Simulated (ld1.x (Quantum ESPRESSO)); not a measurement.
## lead, ultrasoft: configuration errors across variants

* Element: lead
* Generator: ld1.x (Quantum ESPRESSO) 7.5
* Type: ultrasoft
* Functional: LDA (PZ)
* Relativity: scalar-relativistic
* Frozen core: [Xe] 4f14 5d10
* Valence charge: 4
* Reference configuration: 6s2 6p2
* Partial waves: 6s (bound): rcut 1.70, rcutus 2.10 bohr; 6s channel at -0.05 Ry: rcut 1.70, rcutus 2.10 bohr; 6p (bound): rcut 2.10, rcutus 2.85 bohr; 6p channel at 0.65 Ry: rcut 2.10, rcutus 2.85 bohr
* Local potential: all-electron potential smoothed inside 2.35 bohr (lloc = -2)
* Core correction: none
* Augmentation charge: built from norm-conserving waves at rcut, not smoothed further

All-electron excitation energies from the reference (eV): (1) 6s2 6p1 6.833; (2) 6s2 6p0 20.595; (3) 6s1 6p0 53.472; (4) 6s1 6p2 16.431; (5) 6s2 6p1.5 2.610; (6) 6s2 6p2.3 -0.859; (7) 6s0 6p4 18.035; (8) 6s2 6p2 spin -0.452; (9) 6s2 6p1 spin 6.687.

Spin tests fill each open shell by Hund’s rule, majority spin first.

Errors AE − PS in meV (a dash: test not solved or not reliable):

```csv
change,(1),(2),(3),(4),(5),(6),(7),(8),(9),bound ghosts
base,+6.5,+63,+251,+4.5,+0.7,+0.7,+93,+88,+44,none
core correction a·sin(br)/r model core inside 0.88 bohr,-18,-121,-618,-93,-3.6,0.0,-148,-4.7,-21,none
core correction a·sin(br)/r model core inside 1.06 bohr,-18,-121,-618,-93,-3.6,0.0,-148,-4.7,-21,none
core correction a·sin(br)/r model core inside 1.36 bohr,-18,-121,-617,-93,-3.6,0.0,-148,-4.6,-21,none
core correction a·sin(br)/r model core inside 1.62 bohr,-18,-121,-615,-92,-3.6,0.0,-145,-4.3,-21,none
core correction a·sin(br)/r model core inside 2.02 bohr,-18,-119,-587,-85,-3.6,0.0,-124,-1.3,-19,none
core correction a·sin(br)/r model core inside 2.28 bohr,-18,-114,-528,-74,-3.5,0.0,-93,+5.4,-16,none
core correction a·sin(br)/r model core inside 2.54 bohr,-16,-101,-421,-57,-3.3,0.0,-52,+17,-9.2,none
```

(1) Give the same row for: core correction a·sin(br)/r model core inside 1.88 bohr.

## Answers

(1) -18, -120, -601, -89, -3.6, 0.0, -133, -2.8, -20; bound ghosts: none.
